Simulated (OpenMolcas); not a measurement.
C I: thermal populations, worked from levels

```json
{
 "Program": "OpenMolcas 26.06",
 "Basis": "ANO-R1 [3s2p1d]",
 "Scalar Hamiltonian": "X2C, finite nucleus",
 "Active space": "4 electrons in 4 orbitals (2s 2p)",
 "State averaging": "2S+1 = 3 even, 3 roots; 2S+1 = 1 even, 6 roots; 2S+1 = 5 odd, 1 root; 2S+1 = 3 odd, 8 roots",
 "Spin-orbit coupling": "RASSI with atomic mean-field integrals over the reference wave functions, term energies averaged over their components"
}
```

Methods: CASSCF; SS-CASPT2, IPEA 0.25 Eh, imaginary shift 0.1 Eh (closed shells correlated: 1s). Measured levels: NIST Handbook of Basic Atomic Spectroscopic Data.

**Thermal populations.** Z = Σ (2J + 1) exp(-E/kT) with k = 0.695035 cm-1/K, over the levels below. No other level of either list lies under 60300 cm-1, which is above 7 kT at each temperature.

```csv
Level,2J + 1,SS-CASPT2,measured
2s2 2p2 3P0,1,0.0,0.0
2s2 2p2 3P1,3,14.6,16.4
2s2 2p2 3P2,5,43.7,43.4
2s2 2p2 1D2,5,11310,10193
2s2 2p2 1S0,1,22210,21648
2s 2p3 5S* 2,5,29110,33735
```

```
T (K)  Z, SS-CASPT2  Z, measured levels  Ground level (%), SS-CASPT2  Ground level (%), measured levels
 5000         9.121               9.192                         11.0                               10.9
 8000         9.652               9.784                         10.4                               10.2
12000        10.479              10.603                          9.5                                9.4
```

At 12000 K, kT = 8340 cm-1, and the computed levels give Z = 1.000 + 2.995 + 4.974 + 1.288 + 0.070 + 0.152 = 10.479.

CASPT2 does not keep the components of a term degenerate, so their means are used; among the terms shown or strongly mixed into the levels shown the widest spread is 12 cm-1 (2s2 2p2 1D, SS-CASPT2). Without dynamic correlation excited terms often stand tens of per cent too high (terms of higher spin than the ground term too low), and those without a measured partner can miss by more than the paired ones (holds for CASSCF). Computed and measured levels are paired by configuration, term and J; levels that our copy of the source lacks, or whose pairing is in doubt (as where it misses far off the trend of its configuration), stay unpaired and out of the deviations. Levels of configurations outside the active space are missing.

* marks odd parity.
